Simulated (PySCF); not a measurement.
SMILES C#C[SiH2][SiH2][GeH3] (C2H8GeSi2), singlet, GFN2-xTB optimised geometry.

```
13

C      1.98    -1.75     0.01
C      0.78    -1.81     0.00
Si    -1.07    -1.81     0.00
Si    -1.80     0.40     0.00
Ge    -0.21     1.88     0.88
H      3.04    -1.72     0.01
H     -1.48    -2.57    -1.18
H     -1.48    -2.57     1.19
H     -3.04     0.55     0.78
H     -2.14     0.86    -1.35
H     -0.75     3.03     1.69
H      0.78     1.26     1.81
H      0.66     2.57    -0.13
```

Density from CAM-B3LYP/def2-TZVP (PySCF 2.14.0) at that geometry.

Minimum of the electron density along straight lines between bonded atoms, close to the bond critical point (lines longer than 1.1 times the sum of covalent radii, or with two minima, are not listed):

| bond | length / Å | ρ at the minimum / e bohr⁻³ | ∇²ρ there / e bohr⁻⁵ | position (fraction from the first atom) |
|---|---|---|---|---|
| C1–C2 | 1.203 | 0.427 | -1.31 | 0.52 |
| C2–Si3 | 1.851 | 0.115 | 0.29 | 0.61 |
| Si3–Si4 | 2.325 | 0.098 | -0.18 | 0.52 |
| Si4–Ge5 | 2.340 | 0.095 | -0.17 | 0.43 |
| C1–H6 | 1.053 | 0.300 | -1.16 | 0.66 |
| Si3–H7 | 1.469 | 0.125 | 0.17 | 0.49 |
| Si3–H8 | 1.471 | 0.125 | 0.17 | 0.49 |
| Si4–H9 | 1.470 | 0.122 | 0.18 | 0.49 |
| Si4–H10 | 1.470 | 0.123 | 0.18 | 0.49 |
| Ge5–H11 | 1.503 | 0.139 | 0.09 | 0.60 |
| Ge5–H12 | 1.502 | 0.140 | 0.09 | 0.60 |
| Ge5–H13 | 1.501 | 0.140 | 0.09 | 0.60 |
